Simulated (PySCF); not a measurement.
Functional dependence of a UV spectrum

Compound: CH₈AsB.
Structure used (PBE0-D3(BJ)/def2-SVP), in Å, numbered top down from 1:
```xyz
11
CH8AsB angstrom
B      1.6146    0.6084   -0.5657
As     0.0459   -0.5812   -0.0571
C     -1.4925    0.3343    0.6806
H      1.8911    1.1455    0.4968
H      1.1197    1.3575   -1.3950
H      2.4658   -0.1498   -0.9977
H      0.2808   -1.6653    0.9697
H     -0.5870   -1.4264   -1.1388
H     -2.2995   -0.3645    0.9349
H     -1.1695    0.8778    1.5788
H     -1.8466    1.0625   -0.0616
```

Linear-response calculations in the def2-SVPD basis (PySCF; singlets by full response, triplets Tamm–Dancoff, core orbitals frozen in the response; HF means time-dependent Hartree–Fock). 'Strongest' is the level of largest summed f among the singlets computed (10 roots, of which the last may lack a degenerate partner); it can jump between rows when another state enters that window. S1 is the lowest singlet of each run and needn't be the same state throughout; f(S1) is that of one state. Isolated species at its PBE0-D3(BJ)/def2-SVP geometry, gas phase. The LDA/def2-SVPD calculation is non-relativistic and has no spin–orbit coupling, an omission that weighs most on arsenic.

```
functional                               kind  S1 (eV)  f(S1)  strongest (eV)  T1 (eV)  HOMO (eV)  gap (eV)  ionisation energy, ΔSCF (eV)
       LDA                                LDA     6.15  0.001            7.24     6.01      -7.08      6.08                         10.45
       PBE                                GGA     6.27  0.001            7.30     6.09      -7.05      6.19                         10.32
     B3LYP  global hybrid, 20% exact exchange     6.93  0.021            8.03     6.50      -8.18      7.80                         10.75
      PBE0  global hybrid, 25% exact exchange     7.14  0.025            8.19     6.62      -8.36      8.26                         10.47
 BHandHLYP  global hybrid, 50% exact exchange     7.50  0.037            8.60     6.92      -9.46      9.98                         10.53
 CAM-B3LYP             range-separated hybrid     7.33  0.032            8.41     6.80      -9.71     10.37                         10.60
   LC-wPBE             range-separated hybrid     7.86  0.036            9.03     7.14     -11.02     12.81                         10.67
        HF                       Hartree–Fock     8.23  0.053            9.25     7.32     -11.09     13.27                   not settled
```

What does wB97X-D (range-separated hybrid) give?

S1 (eV) 7.49, f(S1) 0.032, strongest (eV) 8.50, T1 (eV) 6.99, HOMO (eV) -10.21, gap (eV) 11.80, ionisation energy, ΔSCF (eV) 10.51. S1 runs from 6.15 eV (LDA) to 8.23 eV (HF), a spread of 2.08 eV, while the orbital gap spreads over 7.2 eV. Along PBE (0%), B3LYP (20%), PBE0 (25%), BHandHLYP (50%), HF (100%) S1 rises with the share of exact exchange. −ε(HOMO) comes closest to its own ΔSCF ionisation energy with wB97X-D (-0.31 eV) and misses most with LDA (-3.37 eV). 'Not settled' means that the ion's SCF failed to converge or may have ended in another state than the lowest.
